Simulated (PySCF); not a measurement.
Cl3Ge, SMILES [Cl][Ge]([Cl])[Cl] (connectivity only; charge and spin as stated), charge +1, multiplicity 1. Atoms are numbered in the order given.

```xyz
4

Cl     2.0739     0.0000     0.0000
Ge     0.0000     0.0000     0.0000
Cl    -1.0370    -1.7961     0.0000
Cl    -1.0370     1.7961     0.0000
```
Charge +1, spin multiplicity 1.

Geometry optimised at B3LYP-D3(BJ)/def2-SVP. The multiplicity is an assumed one; other spin states were not compared. The isomer is the one that the SMILES or the coordinates give; other isomers of the formula were not compared.

Two levels are set side by side: PBE/pcSseg-1 (PySCF) and KT2/pcSseg-1 (PySCF). GIAO shifts against GeH4 (⁷³Ge), HCl (³⁵Cl) at the same level; non-relativistic, no solvent, atoms listed together averaged. Without spin–orbit terms, shifts of atoms bonded to Cl or Br come out too high at both levels. Differences are taken from unrounded values.

```csv
quantity,KT2
"δ(³⁵Cl) of Cl1, Cl3, Cl4 (ppm)",542.6
δ(⁷³Ge) of Ge2 (ppm),621.3
```

Q: What does PBE give, and how far is it from KT2? (The exact figures need the calculation; the answer reports its results.)

A: 
```csv
quantity,PBE,PBE minus KT2
"δ(³⁵Cl) of Cl1, Cl3, Cl4 (ppm)",567.1,24.5
δ(⁷³Ge) of Ge2 (ppm),648.5,27.2
```

Rough cost on one machine, each run with all the roots and properties that it gave: KT2 against PBE within a factor of 2.
